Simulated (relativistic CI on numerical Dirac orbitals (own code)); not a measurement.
**Sn V: calculation against measurement**

Method of calculation: Dirac-Coulomb-Breit CI, orbitals from a KLI potential per configuration, model QED (radiative potential, 1s self-energy scaled to tabulated hydrogen-like ionisation energies), valence Slater integrals scaled by 0.85, configuration energies shifted to the measured levels that pair with them (semi-empirical) (own radial code, finite nucleus).

Configurations in the expansion (outside the closed core [Kr]): 4d¹⁰, 4d⁹5s, 4d⁹5p, 4d⁹6s, 4d⁹4f, 4d⁹5d, 4d⁸4f², 4d⁸5s², 4d⁹6p, 4d⁹6d, 4d⁹5f, 4d⁸5s5p, 4d⁹5g, 4d⁹6f, 4d⁹6g, 4d⁸5p², 4d⁸5s5d, 4d⁸4f5s, 4d⁸5p5d. Levels of other configurations are missing.

```
Configuration  Term (tabulated)  J  Measured (cm⁻¹)  Computed  Error  Purity (%)
         4d¹⁰                1S  0              0.0         0      0          99
        4d⁹5s                3D  3         182578.8    182639     60         100
        4d⁹5s                3D  2         185058.0    184998    -60          70
        4d⁹5s                3D  1         191202.0    191016   -186         100
        4d⁹5s                1D  2         193229.8    193844    615          70
        4d⁹5p               3P°  2         259372.1    260336    964          86
        4d⁹5p               3F°  3         262316.4    262862    546          57
        4d⁹5p               3P°  1         267996.0    268460    464          87
        4d⁹5p               3F°  4         268731.1    268731      0          99
        4d⁹5p               3D°  3         274376.8    274330    -46          69
        4d⁹5p               1P°  1         276589.4    276533    -56          85
        4d⁹5p               3D°  1         281169.1    281016   -153          75
        4d⁹6s                3D  3         380266.5    380548    282         100
        4d⁹6s                3D  1         389285.0    389003   -282         100
```

Measured levels from Moore, Atomic Energy Levels, vol. III, NSRDS-NBS 35 (1971 reprint of NBS Circular 467, 1958); pairs were made by configuration, J and term (by order where the table uses no LS term), so strongly mixed levels may be paired wrongly. The analysis dates from before 1960.

Mean error by configuration (cm⁻¹): 4d⁹5s 107; 4d⁹5p 245; 4d⁹6s 0. Over the excited levels the mean absolute error is 286 cm⁻¹ (13 of the 16 excited levels that our extract of the source holds in range could be paired, and the others can miss by more), and the median relative error of those above 1,000 cm⁻¹ is 0.072 %, both after the shifts were fitted to these levels, so that a configuration with one level shows no error.

Configurations whose levels could be paired with our table of measured levels were shifted onto them, all but the ground configuration, by the median error of their levels; single terms can still be off by 1,000 to 2,000 cm⁻¹ or more, and rates follow the energies as ν³ (E1, M1) or ν⁵ (E2). The others borrow a shift and can be off by several thousand cm⁻¹ or more. 13 of the 16 excited levels that our extract of the measured tables holds in this range could be paired (the sources list more); they are missed by 286 cm⁻¹ on average and 964 at most, after the shifts were fitted to these levels, and levels without a partner can miss by more.

Shifts applied (cm⁻¹): 4d¹⁰ 0; 4d⁹5s -14246; 4d⁹5p -11218; 4d⁹6s -29695.
